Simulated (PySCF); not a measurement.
## Working out the ionisation energy of Sb

Sb [Kr] 4d10 5s2 5p3 (4S) → Sb⁺ [Kr] 4d10 5s2 5p2 (3P). All numbers are calculated (PySCF 2.14, the spin-free X2C one-electron Hamiltonian (Gaussian nucleus), in x2c-TZVPPall with one added diffuse shell each of s, p, d, f type (9s7p5d3f, 76 functions)). Frozen: [Kr] 4d10. Energies in hartree (1 hartree = 27.21139 eV):

```json
{"part": "UHF", "Sb (lower)": "-6477.953565", "Sb⁺ (upper)": "-6477.637596"}
{"part": "CCSD correlation", "Sb (lower)": "-0.071968", "Sb⁺ (upper)": "-0.057634"}
{"part": "(T)", "Sb (lower)": "-0.002474", "Sb⁺ (upper)": "-0.001355"}
```

Question: What does Hartree-Fock give?

Answer: (-6477.637596) − (-6477.953565) = 0.315969 hartree = 8.598 eV.

Question: What do CCSD and CCSD(T) give?

Answer: The CCSD correlation energies differ by 0.014334 hartree = 0.390 eV and the triples by 0.001119 hartree = 0.030 eV, so CCSD gives 8.988 eV and CCSD(T) 9.018 eV.

Measured between the centres of the two terms (NIST): 9.124 eV, so CCSD(T) (valence) is off by -0.106 eV.

What remains against the reference includes basis incompleteness, the frozen core and higher excitations.
